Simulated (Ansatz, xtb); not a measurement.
**C6H9Br: 9 structures ranked**

9 gas-phase structures of C6H9Br, from a drawn sample of its isomers (lower ones may exist). Each was relaxed with GFN2-xTB; where two conformers were screened, the lower at r2SCAN-D4/def2-SVP is listed:

A. `C[C@@H]1CCC=C1Br`, a singlet
B. `C=C1CCC[C@@H]1Br`, a singlet
C. `Br[C@@H]1CC[C@H]2C[C@H]21`, a singlet
D. `C=C/C=C(\Br)CC`, a singlet
E. `Br[C@H]1[C@@H]2CC[C@H]1C2`, a singlet
F. `Br[C@@H]1CC=CCC1`, a singlet
G. `Br[C@@H]1CCC12CC2`, a singlet
H. `Br/C=C/CC1CC1`, a singlet
I. `CC[C@@H]1C=C[C@H]1Br`, a singlet

Question: Which do you expect lowest at r2SCAN-D4/def2-SVP, and how would the others follow?

Answer: Calculated order at r2SCAN-D4/def2-SVP: F (0.0), A (4.7), B (5.7), C (7.0), E (17.2), D (19.1), G (29.5), I (30.1), H (31.5) kcal/mol. Less than 1 kcal/mol parts G and I, so the order within that pair means little.

Energies above the lowest of each column, in kcal/mol; the last columns are at B3LYP-D3(BJ)/def2-SVP geometries and were run for some of them only (a dash: not run or not comparable):

```json
{"structure": "F", "GFN2-xTB": "1.6", "HF/STO-3G": "3.7", "r2SCAN-D4/def2-SVP": "0.0", "B3LYP-D3(BJ)/def2-SVP": "0.0", "CCSD(T)/def2-SVP + ΔMP2/def2-TZVPP": "0.0"}
{"structure": "A", "GFN2-xTB": "1.6", "HF/STO-3G": "0.6", "r2SCAN-D4/def2-SVP": "4.7", "B3LYP-D3(BJ)/def2-SVP": "5.3", "CCSD(T)/def2-SVP + ΔMP2/def2-TZVPP": "3.5"}
{"structure": "B", "GFN2-xTB": "2.8", "HF/STO-3G": "7.0", "r2SCAN-D4/def2-SVP": "5.7", "B3LYP-D3(BJ)/def2-SVP": "5.7", "CCSD(T)/def2-SVP + ΔMP2/def2-TZVPP": "4.5"}
{"structure": "C", "GFN2-xTB": "0.0", "HF/STO-3G": "2.8", "r2SCAN-D4/def2-SVP": "7.0", "B3LYP-D3(BJ)/def2-SVP": "11.0", "CCSD(T)/def2-SVP + ΔMP2/def2-TZVPP": "9.3"}
{"structure": "E", "GFN2-xTB": "2.7", "HF/STO-3G": "0.0", "r2SCAN-D4/def2-SVP": "17.2", "B3LYP-D3(BJ)/def2-SVP": "20.8", "CCSD(T)/def2-SVP + ΔMP2/def2-TZVPP": "–"}
{"structure": "D", "GFN2-xTB": "26.7", "HF/STO-3G": "45.6", "r2SCAN-D4/def2-SVP": "19.1", "B3LYP-D3(BJ)/def2-SVP": "17.0", "CCSD(T)/def2-SVP + ΔMP2/def2-TZVPP": "–"}
{"structure": "G", "GFN2-xTB": "15.8", "HF/STO-3G": "25.5", "r2SCAN-D4/def2-SVP": "29.5", "B3LYP-D3(BJ)/def2-SVP": "–", "CCSD(T)/def2-SVP + ΔMP2/def2-TZVPP": "–"}
{"structure": "I", "GFN2-xTB": "27.5", "HF/STO-3G": "36.5", "r2SCAN-D4/def2-SVP": "30.1", "B3LYP-D3(BJ)/def2-SVP": "–", "CCSD(T)/def2-SVP + ΔMP2/def2-TZVPP": "–"}
{"structure": "H", "GFN2-xTB": "28.6", "HF/STO-3G": "45.6", "r2SCAN-D4/def2-SVP": "31.5", "B3LYP-D3(BJ)/def2-SVP": "–", "CCSD(T)/def2-SVP + ΔMP2/def2-TZVPP": "–"}
```

CCSD(T)/def2-SVP + ΔMP2/def2-TZVPP puts F lowest of those it was run on; GFN2-xTB picks C, HF/STO-3G picks E. Some further structures that were screened fall inside this span and aren't listed. Flexible structures stand in one conformer each, not always the lowest. Frequencies (GFN2-xTB) were run for A, B, C, F alone. ΔMP2 is the change of the MP2 energy from the smaller to the larger basis.

Over these structures GFN2-xTB departs from r2SCAN-D4/def2-SVP by 5.0 kcal/mol on average once a common shift is removed. A GFN2-xTB relaxation took about 0.078 s and the r2SCAN-D4/def2-SVP energy about 2.7 s on a shared host (Ansatz 0.2.0, xtb 6.7.1).
